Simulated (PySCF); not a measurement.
Rigid-rotor lines calculated for a species of formula C2H5GeP (commonest isotopes; PBE0-D3(BJ)/def2-SVP geometry optimisation, gas phase in PySCF 2.14.0), labelled J(Ka,Kc):

```csv
transition,MHz
"2(1,1) ← 1(1,0)",7869.7
"2(0,2) ← 1(0,1)",7371.4
"1(1,1) ← 0(0,0)",7939.6
"1(0,1) ← 0(0,0)",3703.6
"2(1,2) ← 1(1,1)",6944.8
```

(1) Find the rotational constants.

(2) What moments of inertia, asymmetry and inertial defect follow?

(3) Which dipole components do these lines need?

(4) Where do these fall, and of which type are they? 4(4,1) ← 4(3,2); 3(1,3) ← 2(1,2); 3(3,1) ← 2(2,0); 3(2,1) ← 3(1,2); 1(1,0) ← 1(0,1); 2(1,1) ← 2(1,2); 4(4,0) ← 3(3,1); 2(2,1) ← 1(1,0); 3(2,2) ← 3(1,3); 4(3,2) ← 4(2,3); 2(2,0) ← 2(1,1).

(5) Which structure gave them?

## Answers

(1) 1(0,1) ← 0(0,0) is B + C, 2(1,1) ← 1(1,0) is 3B + C and 2(1,2) ← 1(1,1) is B + 3C, so B − C is half the difference of the last two, 462.4 MHz. 1(1,1) ← 0(0,0) is A + C. A = 6319.0, B = 2083.1, C = 1620.6 MHz.

(2) I = 505379 MHz·u·Å² over each constant: Ia = 79.98, Ib = 242.61, Ic = 311.85 u·Å²; κ = (2B − A − C)/(A − C) = -0.803 (asymmetric top); Δ = Ic − Ia − Ib = -10.74 u·Å².

(3) μa and μb (a-type: ΔKa even, ΔKc odd; b-type: both odd). The calculation gives |μa| = 0.70 D, |μb| = 0.52 D, |μc| = 0.00 D.

(4) 
```json
{"transition": "2(1,1) ← 2(1,2)", "MHz": "1387", "type": "a", "branch": "Q"}
{"transition": "1(1,0) ← 1(0,1)", "MHz": "4698", "type": "b", "branch": "Q"}
{"transition": "3(1,3) ← 2(1,2)", "MHz": "10396", "type": "a", "branch": "R"}
{"transition": "3(2,1) ← 3(1,2)", "MHz": "12215", "type": "b", "branch": "Q"}
{"transition": "2(2,0) ← 2(1,1)", "MHz": "12744", "type": "b", "branch": "Q"}
{"transition": "3(2,2) ← 3(1,3)", "MHz": "14811", "type": "b", "branch": "Q"}
{"transition": "2(2,1) ← 1(1,0)", "MHz": "20578", "type": "b", "branch": "R"}
{"transition": "4(3,2) ← 4(2,3)", "MHz": "22452", "type": "b", "branch": "Q"}
{"transition": "4(4,1) ← 4(3,2)", "MHz": "31210", "type": "b", "branch": "Q"}
{"transition": "3(3,1) ← 2(2,0)", "MHz": "33433", "type": "b", "branch": "R"}
{"transition": "4(4,0) ← 3(3,1)", "MHz": "46091", "type": "b", "branch": "R"}
```

(5) `C#[C][GeH2][PH2]`, point group Cs. Three constants can't fix a structure by themselves; this is the one that was computed:
```xyz
9
C2H5GeP angstrom
C     -1.805   -0.718   -1.443
C     -1.003   -0.618   -0.534
Ge     0.281   -0.407    0.854
P      1.702    1.383    0.429
H     -2.518   -0.810   -2.244
H     -0.465   -0.153    2.173
H      1.110   -1.697    0.958
H      1.905    0.995   -0.930
H      0.620    2.257    0.105
```

The values belong to one conformer (point group Cs) with, in the numbering `[CH:1]#[C:2][GeH2:3][PH2:4]`, C2–Ge3–P4–H -46° and 48°. No frequency check. Zero-point vibration and centrifugal distortion are left out.
